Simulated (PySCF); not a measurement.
F₄HSTa, SMILES [F][Ta]([F])([F])([F])[SH], multiplicity 1. Atoms are numbered in the order given.

```xyz
7

Ta    -0.0013     0.2140     0.0000
F      1.8872     0.1005     0.0000
F     -1.8841     0.1023     0.0000
F      0.0072     1.0937    -1.6498
F      0.0072     1.0937     1.6498
S     -0.0825    -2.1738     0.0000
H      1.2603    -2.3513     0.0000
```
Charge 0, spin multiplicity 1.

Coordinates come from a B3LYP-D3(BJ)/def2-SVP optimisation. The spin state was assumed, not searched. The structure was generated by enumeration; whether it is a known compound was not checked. The def2 effective core potentials stand for the cores of Ta; spin–orbit coupling is left out. One conformer was computed; it need not be the lowest.

Calculation: M06-2X/def2-TZVP (PySCF).

Estimate the frontier levels, gap, dipole moment and polarisability. (The exact figures need the calculation; the answer reports its results.)


- highest occupied level: -9.99 eV
- lowest empty level: -2.09 eV
- orbital gap: 7.90 eV
- dipole moment: 1.17 D
- quadrupole, principal values (traceless, Buckingham form, about the centre of nuclear charge): -5.46, -2.85, 8.31 D·Å
- mean static polarisability: 56.8 bohr³ (8.42 Å³)
- polarisability, principal values: 47.6, 51.6, 71.2 bohr³
